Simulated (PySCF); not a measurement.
State search for HfBr⁺

Unrestricted PBE0; basis Hf def2-TZVPPD with ECP60, Br def2-TZVPPD; scalar-relativistic core potentials; PySCF 2.14. Outer shells of the fragments: Hf+ 5d1 6s2; Br 3d10 4s2 4p5.

Followed along the bond (rough minima from three points):

```
2Ms+1  unpaired  ⟨S²⟩ at the start  R at minimum (Å)  Te (eV)
    3  σ ↑, δ ↑               2.01              2.38     0.00
    1      none               0.00              2.34     0.26
    1  σ ↓, δ ↑               1.00              2.38     0.72
    3  σ ↑, π ↑               2.01              2.42     0.75
    1  σ ↑, π ↓               1.01              2.42     0.93
    3  π ↑, δ ↑               2.01              2.45     1.41
```

Solutions found at the starting distance of 2.615 Å, counted from the lowest of them; the search is not exhaustive and high or unbound solutions are not listed, so other states can lie among these:

```tsv
2Ms+1	unpaired	term	E (eV)	⟨S²⟩	⟨Lz²⟩	μ (D)
3	σ ↑, δ ↑	³Δ	0.00	2.01	4.01	-5.86
1	none	¹Σ⁺	0.41	0.00	0.00	-4.71
3	σ ↑, π ↑	mixed	0.63	2.01	1.38	-5.77
1	σ ↓, δ ↑	mixed	0.72	1.00	4.00	-5.44
1	σ ↑, π ↓	mixed	0.80	1.01	1.77	-6.03
3	π ↑, δ ↑	mixed	1.20	2.01	5.01	-6.66
3	δ ↑↑	³Σ⁻	1.27	2.01	0.00	-6.94
3	σ ↑↑	³Σ⁺	1.59	2.01	0.00	-3.32
5	σ ↑, π ↑↑, δ ↑	mixed	3.56	6.01	6.01	-0.16
5	σ ↑, π ↑↑, δ ↑	mixed	3.68	6.00	5.98	-0.09
3	π ↑, δ ↑	mixed	3.82	2.09	5.02	1.37
5	σ ↑, π ↑, δ ↑↑	⁵Π	3.97	6.00	1.02	0.16
```

A term symbol is given only where ⟨S²⟩ and ⟨Lz²⟩ are close to those of a pure state; real π, δ and φ orbitals otherwise mix terms. A positive dipole points towards Br; it is taken about the centre of mass and depends on that origin.

**Question.** Compare the gap between the two lowest followed solutions at the starting distance with the gap between their minima.

**Answer.** At PBE0 the second solution (singlet, closed shell) lies +0.41 eV from the first (triplet, unpaired electrons σ ↑, δ ↑) at 2.615 Å and +0.26 eV at the minima; the two curves relax by different amounts, since their minima lie near 2.34 and 2.38 Å.

Spin–orbit coupling is left out. The state is the lowest single determinant that the PBE0 search found; with open d or f shells the true ground state can be another one.
